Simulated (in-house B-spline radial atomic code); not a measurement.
Binding energies in Ge VIII (Ge7+)

NIST's tabulated ground configuration is [Ar] 3d7; each binding energy is the energy of the ion with one electron taken from that subshell, relaxed, less that of the parent. All numbers are computed (Dirac-Hartree-Fock, average of configuration; Fermi nucleus of rms radius 4.0742 fm) with a B-spline radial code for spherical atoms, not measured. Energies include first-order Breit, QED and recoil terms.

```csv
subshell,X-ray name,binding energy (eV),-ε (eV),relaxation (eV)
1s,K,11268.6,11332.9,41.8
2s,L1,1583.9,1603.2,17.4
2p1/2,L2,1415.3,1436.5,19.4
2p3/2,L3,1384,1404.3,19.1
3s,M1,334.4,337.6,3.0
3p1/2,M2,276.2,279.5,3.0
3p3/2,M3,271.6,274.6,2.9
3d,"M4,5",177.8,180.8,3.0
```

Relaxation = -ε minus the binding energy without Breit, QED and recoil terms.

Emission lines follow as differences of binding energies, with λ = 12398.42 eV·Å / E:

```csv
line,holes,energy (eV),wavelength (Å)
K-L3,1s → 2p3/2,9884.6,1.2543
K-L2,1s → 2p1/2,9853.3,1.2583
K-M3,1s → 3p3/2,10997.0,1.1274
L1-M3,2s → 3p3/2,1312.3,9.4479
L3-M1,2p3/2 → 3s,1049.6,11.813
```

(1) What screening constant σ does Moseley's law, E = (3/4)·13.6057 eV·(Z - σ)², need for K-L3?

(2) What does it cost to remove both a 2s and a 3p3/2 electron?

(3) What does it cost to remove both a 2s and a 2p3/2 electron?

(4) What does it cost to remove both a 2p3/2 and a 3d electron?

Results:

(1) σ = 0.88.

(2) 1895.3 eV, which is 39.82 eV more than the two single binding energies together.

(3) 3045.8 eV, which is 77.81 eV more than the two single binding energies together.

(4) 1601.9 eV, which is 40.11 eV more than the two single binding energies together.
